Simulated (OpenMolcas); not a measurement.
An atom or ion with 5 electrons was computed by XMS-RASPT2, IPEA 0.25 Eh, imaginary shift 0.1 Eh with spin-orbit coupling (OpenMolcas, ANO-RCC-VTZP, DKH2). The lowest levels that the run gave, each within 12 % of the measured value where one is at hand:

```csv
J,Parity,E (cm⁻¹),g
1/2,odd,0.0,0.666
3/2,odd,14.5,1.334
1/2,even,28080,2.671
3/2,even,28090,1.735
5/2,even,28090,1.601
3/2,even,48910,0.800
5/2,even,48910,1.200
```

Question: Which ion is it, and what are the configurations and terms?

Answer: B I (Z = 5, neutral; active space 3 electrons in 9 orbitals (RAS2 2s 2p; RAS3 3d, at most 2 electrons)). J, parity and g give the terms where levels are pure, and mixed ones are named by the computed weights; the size of the splittings, set against known spectra of the 5-electron sequence, gives the charge. In order, with the measured energies in cm⁻¹ (NIST Handbook of Basic Atomic Spectroscopic Data): 2s² 2p ²P°_1/2, 2s² 2p ²P°_3/2 (15.3), 2s 2p² ⁴P_1/2 (28870), 2s 2p² ⁴P_3/2 (28875), 2s 2p² ⁴P_5/2 (28881), 2s 2p² ²D_3/2 (47857), 2s 2p² ²D_5/2 (47857).

Term energies are means over components that CASPT2 splits; among the terms shown or strongly mixed into the levels shown the widest spread is 21 cm-1 (2s 2p² ²D). Active for correlation alone: 3d; no level in the range computed is led by a configuration that fills it, so any true level of that kind is missing. Measured partners are found by configuration, term and J. A level has none where our copy of the source lacks it or the pairing is in doubt (some pairs that miss far off the trend of their configuration count as doubtful), and it then counts in no deviation. Only configurations of the active space appear.

° marks odd parity.
